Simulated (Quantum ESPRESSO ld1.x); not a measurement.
Task: These are the eigenvalues of the occupied orbitals of an atom or ion with whole-number occupations (eV). Method: Dirac Kohn-Sham, BLYP, spin-unpolarised, spherical densities, point nucleus; computed with ld1.x of Quantum ESPRESSO 7.5.

1s1/2: -71569.7
2s1/2: -12399.4
2p1/2: -11863.5
2p3/2: -10423.2
3s1/2: -2869.73
3p1/2: -2630.80
3p3/2: -2318.03
3d3/2: -1917.19
3d5/2: -1849.30
4s1/2: -598.078
4p1/2: -498.459
4p3/2: -425.446
4d3/2: -262.034
4d5/2: -248.549
5s1/2: -84.4845
5p1/2: -54.3939
5p3/2: -43.4105
4f5/2: -42.8816
4f7/2: -40.3702
6s1/2: -5.7636
5d3/2: -5.5274
5d5/2: -4.6613

Which element is it, and in what charge state? The configuration may be excited. Open shells, if any, fill j = l - 1/2 first.

Result: Z = 75, rhenium, charge 0: Re in [Xe] 4f14 5d5 6s2. The list shows which subshells hold electrons but not how many an open one holds; the 1s level, -2630.1 hartree, gives Z - s = 72.5 by -(Z - s)^2/2, which with screening and relativity narrows Z to a few neighbours, and the depths of the outer levels then fix element, charge and occupations together.
